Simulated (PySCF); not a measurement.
**AlF2, SMILES `[F][Al][F]` (charge 0, multiplicity 2)**

These are PySCF with CAM-B3LYP-D3(BJ)/def2-TZVP values and carry that method's errors.

The highest occupied spin orbital is -8.29 eV and the dipole moment comes out as 1.89 D. The total energy is -442.2903 Ha and the cost is about 40 core-seconds (a rough figure).

```xyz
3

F     -1.4206    -0.2770     0.0000
Al    -0.0001     0.5533     0.0000
F      1.4207    -0.2763     0.0000
```
Charge 0, spin multiplicity 2.
